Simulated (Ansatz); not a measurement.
Isolated molecules relaxed with PBE0-D4/def2-TZVP in Ansatz; ΔE leaves out vibrations. CCSD(T)/CBS is the MP2 limit (def2-TZVPP, def2-QZVPP) plus CCSD(T) − MP2 in def2-TZVPP, frozen cores. This one scheme is used for every species. Functionals use def2-TZVPP. B3LYP here is the variant with VWN-RPA as its local correlation; programs differ in this. HSE06 is defined as in plane-wave codes. Triplets are unrestricted, without spin–orbit coupling.

Reaction (formal loss of a carbene): `N#CCC(F)(F)F` → `[CH2]` (triplet) + `N#CC(F)(F)F`

| level | ΔE (kJ/mol) | difference from CCSD(T)/CBS |
| --- | --- | --- |
| PBE-D4 | 498.6 | -0.5 |
| PBE0-D4 | 496.1 | -3.0 |
| B3LYP-D4 | 489.5 | -9.6 |
| r2SCANh-D4 | 475.9 | -23.2 |
| HSE06-D4 | 496.2 | -2.9 |
| B3LYP | 480.3 | -18.8 |
| LC-ωPBE | 490.0 | -9.1 |
| CCSD/def2-SVP | 471.0 | -28.1 |
| SCS-MP2/def2-TZVPP | 498.0 | -1.1 |
| MP2/def2-QZVPP | 506.0 | 6.9 |
| CCSD(T)/CBS | 499.1 | 0 |

Largest T1 diagnostic among the species: 0.013.

Leaving LDA and LC-ωPBE aside and taking each functional with its dispersion term where it has one, the values, not all of them listed here, spread over 35.1 kJ/mol, from r2SCAN-D4 to ωB97X-V. LDA lies +78.7 kJ/mol from PBE without D4. At CCSD(T), def2-SVP lies −21.6 kJ/mol from the extrapolated value and def2-TZVPP −13.7 kJ/mol.
